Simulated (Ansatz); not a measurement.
The first iterations of a band of CH5Ga + H2 (9 atoms, charge 0, multiplicity 1).

Level of theory: Ansatz, RKS PBE/def2-SVP.

```json
{
 "movable images": "7",
 "climbing image": "yes",
 "spring": "50.0 eV/Å²",
 "optimiser": "quadratic models (default)",
 "start path": "through a guess of the saddle point",
 "force threshold": "0.05 eV/Å",
 "iteration limit": "60",
 "end points": "relaxed"
}
```

Initial state:

```xyz
9
Properties=species:S:1:pos:R:3
Ga -0.008 -0.001 0.360
C 0.033 0.316 2.321
H -0.917 0.033 2.816
H 0.876 -0.205 2.816
H 0.178 1.406 2.485
H 1.345 -0.196 -0.445
H -1.371 0.118 -0.442
H -0.298 -2.353 0.171
H -0.269 -2.277 0.942
```

Final state:

```xyz
9
Properties=species:S:1:pos:R:3
Ga -0.080 -0.601 -0.405
C -0.022 -0.142 2.555
H -0.952 0.061 3.116
H 0.831 -0.269 3.246
H 0.189 0.714 1.885
H 1.347 0.060 -0.572
H -1.384 0.287 -0.505
H -0.207 -2.175 -0.290
H -0.153 -1.094 1.996
```

| iteration | highest image above the first end (eV) | largest band force component (eV/Å) |
| --- | --- | --- |
| 1 | 2.262 | 7.337 |
| 2 | 1.343 | 2.401 |

Does the band converge within its limit, and where does its top end?

The run converged. It ended after 6 iterations with the highest image 1.048 eV above the first end. Another band between the same ends (7 images) ends at a top of the same energy, where a vibrational analysis finds 1 clearly imaginary mode. The orbitals stay closed-shell, which can raise the energy where a bond breaks towards radicals; this wasn't checked here.

Run time: 93 s on 1 thread of Arm Neoverse V1, on a shared host, peak memory 0.094 GiB.
